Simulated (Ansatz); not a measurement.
Basis-set extrapolation for CH6FNOSi (`NCO[SiH2]F`) (PBE0-D4/def2-TZVP geometry, frozen core, Ansatz). Multiplicity 1, RHF reference.

```tsv
	def2-TZVPP	def2-QZVPP
HF	-559.286630	-559.309430
MP2 correlation	-0.993257	-1.073132
CCSD(T) correlation	-1.060531	not run
```

Energies in hartree. Use E(X) = E(∞) + A·exp(−7.88·√X) for Hartree–Fock and E(X) = E(∞) + B·X^(−2.97) for correlation, with X = 3 and 4, and add CCSD(T) minus MP2 of the smaller set to the MP2 limit.

Question: What is the CCSD(T) energy at the basis-set limit?

Answer: HF limit: -559.309430 + (-0.022800) × 0.13774 = -559.31257. MP2 limit: -1.073132 + (-0.079875) × 0.74074 = -1.13230. Higher-order term: -1.060531 − (-0.993257) = -0.06727. Total: -560.51214 hartree, 433.2 kJ/mol below CCSD(T)/def2-TZVPP.
